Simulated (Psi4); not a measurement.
C2 (SMILES [C]=[C]), singlet, geometry from GFN2-xTB; PBE/STO-3G (Psi4).

Psi4 was given this input:
```
memory 2 GB

molecule {
0 1
C    -0.00000000   -0.00000000   -0.58034761
C     0.00000000    0.00000000    0.58034761
}

set {
  basis sto-3g
}

energy('pbe')
print_variables()
```

Question: What does Psi4 print? Leave out banner, timings and long lists.

Answer: 
```
   => Loading Basis Set <=

    Name: STO-3G
    Role: ORBITAL
    Keyword: BASIS

         ---------------------------------------------------------
                                   SCF
               by Justin Turney, Rob Parrish, Andy Simmonett
                          and Daniel G. A. Smith
                              RKS Reference
         ---------------------------------------------------------

  ==> Geometry <==

    Molecular point group: d2h
    Full point group: D_inf_h

    Geometry (in Angstrom), charge = 0, multiplicity = 1:

       Center              X                  Y                   Z               Mass
    ------------   -----------------  -----------------  -----------------  -----------------
         C            0.000000000000     0.000000000000    -0.580347610000    12.000000000000
         C            0.000000000000     0.000000000000     0.580347610000    12.000000000000

  Running in d2h symmetry.

  Rotational constants: A = ************  B =      2.08549  C =      2.08549 [cm^-1]
  Rotational constants: A = ************  B =  62521.52421  C =  62521.52421 [MHz]
  Nuclear repulsion =   16.412904314467667

  Charge       = 0
  Multiplicity = 1
  Electrons    = 12
  Nalpha       = 6
  Nbeta        = 6

  ==> Algorithm <==

  SCF Algorithm Type is DF.
  DIIS enabled.
  MOM disabled.
  Fractional occupation disabled.
  Guess Type is SAD.
  Energy threshold   = 1.00e-06
  Density threshold  = 1.00e-06
  Integral threshold = 1.00e-12

  ==> Primary Basis <==

  Basis Set: STO-3G
    Blend: STO-3G
    Number of shells: 6
    Number of basis functions: 10
    Number of Cartesian functions: 10
    Spherical Harmonics?: true
    Max angular momentum: 1

  ==> DFT Potential <==

   => LibXC <=

    Version 7.1.2
    S. Lehtola, C. Steigemann, M. J. T. Oliveira, and M. A. L. Marques,  SoftwareX 7, 1–5 (2018) (10.1016/j.softx.2017.11.002)

   => Composite Functional: PBE <=

    PBE GGA Exchange-Correlation Functional

    J.P. Perdew et. al., Phys. Rev. Lett., 77(18), 3865-3868, 1996

    Deriv               =              1
    GGA                 =           TRUE
    Meta                =          FALSE

    Exchange Hybrid     =          FALSE
    MP2 Hybrid          =          FALSE

   => Exchange Functionals <=

    1.0000     XC_GGA_X_PBE

   => Correlation Functionals <=

    1.0000     XC_GGA_C_PBE

   => LibXC Density Thresholds  <==

    XC_GGA_C_PBE:  1.00E-12
    XC_GGA_X_PBE:  1.00E-15

[...]
   @DF-RKS iter   2:   -74.81856818797650   -4.27371e-04   7.74877e-04 ADIIS/DIIS
   @DF-RKS iter   3:   -74.81858106472765   -1.28768e-05   1.34783e-04 ADIIS/DIIS
   @DF-RKS iter   4:   -74.81858152502022   -4.60293e-07   2.47745e-07 DIIS
  Energy and wave function converged.

  ==> Post-Iterations <==

   Electrons on quadrature grid:
      Ntotal   =   12.0000007413 ; deviation = 7.413e-07

    Orbital Energies [Eh]
    ---------------------

    Doubly Occupied:

[...]
    Virtual:

[...]
       3B1u    0.898027

    Final Occupation by Irrep:
             Ag   B1g   B2g   B3g    Au   B1u   B2u   B3u
    DOCC [     2,    0,    0,    0,    0,    2,    1,    1 ]
    NA   [     2,    0,    0,    0,    0,    2,    1,    1 ]
    NB   [     2,    0,    0,    0,    0,    2,    1,    1 ]

  @DF-RKS Final Energy:   -74.81858152502022

   => Energetics <=

    Nuclear Repulsion Energy =             16.4129043144676672
    One-Electron Energy =                -133.0742611696767597
    Two-Electron Energy =                  52.4841458329369459
    DFT Exchange-Correlation Energy =     -10.6413705027480798
    Empirical Dispersion Energy =           0.0000000000000000
    VV10 Nonlocal Energy =                  0.0000000000000000
    Total Energy =                        -74.8185815250202211

Computation Completed

Properties will be evaluated at   0.000000,   0.000000,   0.000000 [a0]

Properties computed using the SCF density matrix

 Multipole Moments:

 ------------------------------------------------------------------------------------
     Multipole            Electronic (a.u.)      Nuclear  (a.u.)        Total (a.u.)
 ------------------------------------------------------------------------------------

 L = 1.  Multiply by 2.5417464519 to convert [e a0] to [Debye]
 Dipole X            :          0.0000000            0.0000000            0.0000000
 Dipole Y            :          0.0000000            0.0000000            0.0000000
 Dipole Z            :          0.0000000            0.0000000            0.0000000
 Magnitude           :                                                    0.0000000

 ------------------------------------------------------------------------------------

  Variable Map:
  ----------------------------------------------------------------------------
[...]
  Array Variable Map:
  ----------------------------------------------------------------------------
[...]
[...]
```
